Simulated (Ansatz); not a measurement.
`[SiH3][O][Ga]([Br])[Br]` + `CNC` → `C[N](C)[Ga]([Br])[Br]` + `O[SiH3]`  (ligand exchange at a Ga–O bond)

Calculated with Ansatz (gas phase, PBE0-D4/def2-TZVP geometries, no zero-point term in ΔE). CCSD(T)/CBS is the MP2 limit (def2-TZVPP, def2-QZVPP) plus CCSD(T) − MP2 in def2-TZVPP, frozen cores. Functionals use def2-TZVPP. HSE06 is defined as in plane-wave codes. For Br, Ga outer-core shells are correlated without core-valence functions, which leaves a few kJ/mol of doubt a bond. Scalar relativity is left out up to krypton. One conformer a species, not always the lowest.

```json
{"level": "r2SCAN-D4", "ΔE (kJ/mol)": "20.1", "difference from CCSD(T)/CBS": "6.0"}
{"level": "B97M-V", "ΔE (kJ/mol)": "25.1", "difference from CCSD(T)/CBS": "11.0"}
{"level": "r2SCANh-D4", "ΔE (kJ/mol)": "20.8", "difference from CCSD(T)/CBS": "6.7"}
{"level": "ωB97M-V", "ΔE (kJ/mol)": "20.2", "difference from CCSD(T)/CBS": "6.1"}
{"level": "PBE-QIDH", "ΔE (kJ/mol)": "19.7", "difference from CCSD(T)/CBS": "5.6"}
{"level": "PBE0", "ΔE (kJ/mol)": "21.1", "difference from CCSD(T)/CBS": "7.0"}
{"level": "HSE06", "ΔE (kJ/mol)": "21.0", "difference from CCSD(T)/CBS": "6.9"}
{"level": "HF/def2-SVP", "ΔE (kJ/mol)": "44.3", "difference from CCSD(T)/CBS": "30.2"}
{"level": "MP2/def2-SVP", "ΔE (kJ/mol)": "22.3", "difference from CCSD(T)/CBS": "8.2"}
{"level": "CCSD(T)/def2-TZVPP", "ΔE (kJ/mol)": "18.2", "difference from CCSD(T)/CBS": "4.1"}
{"level": "CCSD(T)/CBS", "ΔE (kJ/mol)": "14.1", "difference from CCSD(T)/CBS": "0"}
```

Largest T1 diagnostic among the species: 0.011.

From PBE to PBE0 (25 % exact exchange), in def2-TZVPP and without D4, ΔE moves by +3.1 kJ/mol. The D4 term adds −6.1 kJ/mol with B3LYP and −3.4 kJ/mol with PBE0; it sums over pairs of atoms, weighted by their polarisabilities, and B3LYP, whose exchange is more repulsive, gets the larger term. In def2-TZVPP, CCSD(T) changes the Hartree–Fock value by −25.7 kJ/mol (the triples alone add −3.4 kJ/mol) and MP2 by −30.3 kJ/mol.

B3LYP here is the variant with VWN-RPA as its local correlation; programs differ in this.
